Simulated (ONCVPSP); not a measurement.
## platinum (Pt): one change to an ONCV potential, before and after

```
Element                 : platinum
Generator               : ONCVPSP 4.0.1
Type                    : optimised norm-conserving Vanderbilt (ONCV)
Functional              : PBE
Relativity              : fully relativistic
Frozen core             : [Kr] 4d10
Valence charge          : 32
Reference configuration : 4f14 5s2 5p6 5d9 6s1
Partial waves           : 5s+6s: rc 1.40 bohr, ncon 3, nbas 7, qcut 9.3 1/bohr, 2 projectors; 5p: rc 1.90 bohr, ncon 3, nbas 7, qcut 9.3 1/bohr, 1 projector; 5d: rc 2.05 bohr, ncon 5, nbas 10, qcut 8.2 1/bohr, 3 projectors, debl 1 Ha; 4f: rc 0.50 bohr, ncon 5, nbas 9, qcut 23.1 1/bohr, 2 projectors, debl 2 Ha
Local potential         : polynomial inside 0.35 bohr (lpopt 5, dvloc0 0 Ha)
Core correction         : Teter function, fcfact 2.25, rcfact 1.6
```

Open shells are filled in proportion to 2j + 1.

In the f channel the program set the typed energies aside and used -2.512, 0.250 Ha (j = l + 1/2; the other j can differ).

Change: core correction Teter function, fcfact 2.25, rcfact 1.84.

Cutoffs: the cutoffs (Ha) at which the residual kinetic energy of the hardest occupied pseudo-wave falls to 1 and 0.1 mHa per electron; they do not see the model core or the augmentation charge, which bear on the density cutoff. Errors are all-electron minus pseudo energies relative to the spin-unpolarised reference configuration.

Question: Predict the effect on cutoff, ghosts and configuration errors.

Answer: The potential gets neither clearly harder nor softer (1348 Ha and 1463 Ha → 1348 Ha and 1463 Ha); both files keep a bound ghost (d, p, s); of the 3 tests that both files solve, the error grows in 1 and shrinks in 2 by more than 15 % and 0.3 meV (median size 0.7 → 1.3 meV). A model core, the more so a compact one, raises the density cutoff, which this test does not measure.

```csv
quantity,base,changed
"cutoff, loose",1348 Ha,1348 Ha
"cutoff, tight",1463 Ha,1463 Ha
bound ghosts,"s, p3/2, d5/2, p1/2, d3/2","s, p3/2, d5/2, p1/2, d3/2"
GHOST(+) flags under 300 eV,p3/2 at 9.3 eV,p3/2 at 9.3 eV
"largest miss of a reference level, eV",0.09,0.09
tests with a reliable result,3 of 4,3 of 4
"error for 4f14 5s2 5p6 5d9 6s0, meV [ΔE 9.21 eV]",-0.6,-1.3
"error for 4f14 5s2 5p6 5d8 6s0, meV [ΔE 29.19 eV]",+0.7,+0.1
"error for 4f14 5s2 5p6 5d7 6s0, meV [ΔE 61.41 eV]",+4.8,+2.7
s: phases at 1.42 bohr within 0.05 rad from the reference energy up to (Ha; the scan ends near 5),to the end of the scan,to the end of the scan
p3/2: phases at 1.93 bohr within 0.05 rad from the reference energy up to (Ha; the scan ends near 5),-0.6,-0.6
p1/2: phases at 1.93 bohr within 0.05 rad from the reference energy up to (Ha; the scan ends near 5),-0.6,-0.6
d5/2: phases at 2.08 bohr within 0.05 rad from the reference energy up to (Ha; the scan ends near 5),to the end of the scan,to the end of the scan
d3/2: phases at 2.08 bohr within 0.05 rad from the reference energy up to (Ha; the scan ends near 5),to the end of the scan,to the end of the scan
f7/2: phases at 0.51 bohr within 0.05 rad from the reference energy up to (Ha; the scan ends near 5),to the end of the scan,to the end of the scan
f5/2: phases at 0.51 bohr within 0.05 rad from the reference energy up to (Ha; the scan ends near 5),to the end of the scan,to the end of the scan
"rms error of d²Exc/dni dnj with the model core, mHa",4.63,3.94
```

 A true bound ghost makes a file unfit for plane-wave use even where its test errors are small: the radial tests pick states by their node count and pass the ghost by.
